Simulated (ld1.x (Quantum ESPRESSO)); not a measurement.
**Varying the RRKJ potential for scandium (Sc)**

Base potential:

* Element: scandium
* Generator: ld1.x (Quantum ESPRESSO) 7.5
* Type: norm-conserving RRKJ (Kleinman–Bylander form)
* Functional: PBEsol
* Relativity: scalar-relativistic
* Frozen core: [Ne] 3s2
* Valence charge: 9
* Reference configuration: 3p6 3d1 4s2 4p0
* Partial waves: 3p (bound): rc 1.20 bohr; 3d (bound): rc 1.80 bohr; 4s (bound): rc 2.95 bohr
* Local potential: the s channel
* Core correction: Bessel-smoothed model core inside 1.10 bohr

All-electron outer shells of the reference configuration (PBEsol, scalar-relativistic, ld1.x):

```
shell  level (eV)  outermost node (bohr)  outermost maximum (bohr)
   2p     -387.95                      –                      0.23
   3s      -54.88                   0.42                      0.92
   3p      -33.55                   0.39                      0.97
   4s       -4.19                   1.33                      3.10
   3d       -3.25                      –                      1.10
   4p       -1.45                   1.49                      4.03
```

Cutoffs, loose and tight: the cutoffs (Ry, on a coarse ladder) from which the occupation-weighted sum of valence levels, in a spherical-Bessel basis at the reference potential, stays within 10 and 1 mRy of its value at 400 Ry. They do not see the model core or the augmentation charge, which bear on the density cutoff. Test errors are all-electron minus pseudo excitation energies from the reference, over the configurations 3p6 3d1 4s1 4p0; 3p6 3d1 4s0 4p0; 3p6 3d0 4s0 4p0; 3p6 3d0 4s2 4p0; 3p6 3d1 4s1.5 4p0; 3p6 3d0 4s2 4p1; 3p6 3d1 4s1 4p1. A dash means not determined; rows that change the core or the reference have their own tests.

| change | outcome | cutoff, loose | cutoff, tight | bound ghosts | largest test error (meV) |
| --- | --- | --- | --- | --- | --- |
| base | generated | 90 Ry | 110 Ry | none | -834 |
| wave 4s (bound): rc 2.95 bohr becomes 4s (bound): rc 2.36 bohr | generated | 90 Ry | 110 Ry | none | -757 |
| wave 4s (bound): rc 2.95 bohr becomes 4s (bound): rc 2.94 bohr | generated | 90 Ry | 110 Ry | none | -834 |
| wave 4s (bound): rc 2.95 bohr becomes 4s (bound): rc 3.38 bohr | generated | 90 Ry | 110 Ry | none | -815 |
| wave 4s (bound): rc 2.95 bohr becomes 4s (bound): rc 4.00 bohr | generated | 90 Ry | 110 Ry | none | -756 |
| wave 4s (bound): rc 2.95 bohr becomes 4s (bound): rc 4.36 bohr | generated | 90 Ry | 110 Ry | none | -707 |

What comes out with this change to the base: wave 4s (bound): rc 2.95 bohr becomes 4s (bound): rc 2.00 bohr?

outcome: generated; cutoff, loose: 90 Ry; cutoff, tight: 110 Ry; bound ghosts: none; largest test error (meV): -412.

Reading the sweep of the s radius (base included, trends over the rows without a ghost): The loose cutoff stays near 90 Ry. The median size of the test errors (rows with all tests solved) rises from 117.1 meV at 2 to 192.3 meV at 4.36 bohr, with one reversal. More of the atom is replaced by a form fitted at one configuration, so other configurations suffer as the radius grows.
